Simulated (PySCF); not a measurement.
Structure elucidation problem

An unknown has the formula C$_{5}$H$_{12}$O$_{2}$Si. Its calculated NMR data are:

$^{1}$H NMR (300 MHz, computed): δ 5.88 (m, 1H), 5.86 (m, 1H), 4.98 (s, 2H), 4.78 (d, 2H), 1.90 (m, 2H), 1.51 (br s, 1H), 1.00 (t, 3H).

$^{13}$C{$^{1}$H} NMR (computed): δ 139.9, 137.9, 61.3, 26.4, 15.7.

- PBE0/pcSseg-1 with gauge-including orbitals
- structure optimised with GFN2-xTB
- program: PySCF
- no solvent model, one conformer, rapidly exchanging positions averaged, no relativistic terms

References, each an isolated molecule treated in the same way: $^{1}$H (σ = 31.72 ppm), $^{13}$C (σ = 186.93 ppm) vs TMS.

Task: Propose a structure and justify it.

Result: 
Rings plus π bonds: 1 (no ring in the answer). 5 carbon signals for 5 carbons: no two carbons are equivalent. Carbon types of the structure: 2 × CH, 2 × CH2, 1 × CH3, leaving 3 H on heteroatoms. δC 139.9, 137.9: alkene CH; the olefinic region. δC 61.3: allylic sp3 CH2 bonded to O; pulled downfield by the heteroatom. δC 26.4: allylic sp3 CH2; a saturated carbon with 2 carbon neighbours and no heteroatom attached. δH 5.88, 5.86: hydrogen on an alkene CH; attached to an sp2 carbon and in the plane of the double bond. δH 4.78: hydrogen on an allylic sp3 CH2 bonded to O; its carbon carries O, which withdraws density. δH 1.90: hydrogen on an allylic sp3 CH2; allylic position. δH 1.51: hydrogen on an oxygen bonded to Si; exchangeable, gas-phase position.

The compound is `InChI=1S/C5H12O2Si/c1-2-3-4-5-7-8-6/h3-4,6H,2,5,8H2,1H3/b4-3-`.

The shifts were computed for this structure.

OH and NH positions are those of a molecule without intermolecular hydrogen bonds; in solution they move with solvent, concentration and temperature, and exchange usually removes their couplings. Shifts are as computed. Against solution values, carbons near 30 ppm lie about +3 ppm off and those near 130 ppm about +5 ppm. Of 1211 compounds with measured shifts, 218 miss one by over three times the rms of a fit or turn the order of signals round; such compounds aren't used in these exercises. No couplings were computed; multiplicities are counted from neighbouring protons, with m where these are inequivalent, close in shift, in a saturated or five-membered ring or joined by F or P, and br s for small geminal =CH2 splittings.
